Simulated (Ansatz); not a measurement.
Geometry optimisation, RKS PBE-D4/6-31G in Ansatz.

The input (input.yaml):

```yaml
crystal:
  periodic: [false, false, false]
  atoms:
    - { symbol: Si, position_ang: [0.0, 0.0, 0.0] }
    - { symbol: H, position_ang: [0.0, 0.0, 1.46] }
    - { symbol: Cl, position_ang: [2.0086, 0.0, -0.7093] }
    - { symbol: "N", position_ang: [-0.8572, 1.4851, -0.6061] }
    - { symbol: C, position_ang: [-2.2719, 1.4087, -0.9981] }
    - { symbol: H, position_ang: [-2.8245, 0.7784, -0.2704] }
    - { symbol: H, position_ang: [-2.7088, 2.429, -1.0098] }
    - { symbol: H, position_ang: [-2.3521, 0.9607, -2.0106] }
    - { symbol: C, position_ang: [-0.1354, 2.762, -0.7039] }
    - { symbol: H, position_ang: [-0.2436, 3.1711, -1.73] }
    - { symbol: H, position_ang: [-0.5567, 3.4827, 0.0276] }
    - { symbol: H, position_ang: [0.9399, 2.5975, -0.4831] }
    - { symbol: Si, position_ang: [-1.0456, -1.8115, -0.7393] }
    - { symbol: H, position_ang: [-1.7029, -2.4846, 0.3772] }
    - { symbol: H, position_ang: [-2.0454, -1.4265, -1.7311] }
    - { symbol: H, position_ang: [-0.0777, -2.7173, -1.3511] }
basis:
  gaussian: { orbitals: "6-31G" }
hamiltonian:
  xc: pbe
  dispersion: d4
relax:
  f_tol: 0.02
  max_steps: 40
```

Launched with:

```bash
$ ansatz run input.yaml --threads 1 --pin off --max-ram 2048MiB --backend cpu --events-out ev --progress --plain --runs-dir out
```

Problem. Where does it end, and by what steps?

Solution. It converged. The force dipped under the threshold on the way, but the program's further checks kept it going. Limits of this set-up: no polarisation functions. After 15 steps the energy has fallen by 0.791 eV; Cl3 moved furthest, 1.58 Å.

```tsv
step	energy less start (eV)	largest force component (eV/Å)	accepted
0	0.0000	2.140	yes
1	-0.4201	0.863	yes
2	-0.4863	0.214	yes
3	-0.5157	0.300	yes
4	-0.5450	0.559	yes
5	-0.5832	0.514	yes
6	-0.6318	0.365	yes
7	-0.6823	0.174	yes
8	-0.7177	0.199	yes
9	-0.7410	0.264	yes
10	-0.7472	0.291	yes
11	-0.7852	0.094	yes
12	-0.7866	0.204	yes
13	-0.7909	0.046	yes
14	-0.7913	0.012	yes
15	-0.7914	0.015	yes
```

```xyz
16
Properties=species:S:1:pos:R:3
Si 0.130 0.012 -0.434
H 1.057 0.246 0.736
Cl 1.530 -0.280 -2.185
N -0.871 1.465 -0.554
C -2.085 1.526 -1.379
H -2.468 0.513 -1.584
H -2.873 2.090 -0.845
H -1.901 2.027 -2.352
C -0.333 2.784 -0.185
H -0.011 3.364 -1.074
H -1.109 3.368 0.346
H 0.532 2.669 0.486
Si -1.162 -1.965 -0.374
H -2.127 -1.922 0.793
H -1.948 -2.115 -1.657
H -0.234 -3.146 -0.216
```

Run time: 2.2 min on 1 thread of Arm Neoverse V1 (shared host), peak memory 0.15 GiB.
